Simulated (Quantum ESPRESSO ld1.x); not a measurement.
Values are calculated unless marked as measured or tabulated.
All-electron atom: Sm IV in [Xe] 4f5. Level of theory: scalar-relativistic Kohn-Sham, PBEsol, spin-unpolarised, spherical densities, point nucleus (ld1.x of Quantum ESPRESSO 7.5).

Normalised radial functions P(r) = r R(r), r in bohr:

```
   r/bohr * 3d, o 4s, + 4p (the largest magnitude, 2.06, reaches the edge; | marks zero, & curves that meet)
 0.003731                             &  o
 0.005655                             *+  o
 0.008573                             *+   o
    0.013                             * +  o
   0.0197                             |* o+
  0.02986                            o| *   +
  0.04527                       o     |    *  +
  0.06862                     o       |     +    *
    0.104                           o+|                  *
   0.1577                   +         |         o                *
    0.239                     +       |        o                *
   0.3624                    o        |       +      *
   0.5493         o                   |   *              +
   0.8327                  o          *           +
    1.272                           o *  +
    1.929                             &
    2.924                             &
    4.432                             &
```

3d: eigenvalue -1097.1 eV, 0 radial nodes, <r> = 0.231 bohr, 90 % of the charge inside 0.360 bohr. 4s: eigenvalue -363.30 eV, 3 radial nodes at r = 0.0278, 0.111, 0.300 bohr, <r> = 0.579 bohr, 90 % of the charge inside 0.831 bohr. 4p: eigenvalue -278.66 eV, 2 radial nodes at r = 0.0993, 0.302 bohr, <r> = 0.612 bohr, 90 % of the charge inside 0.890 bohr.
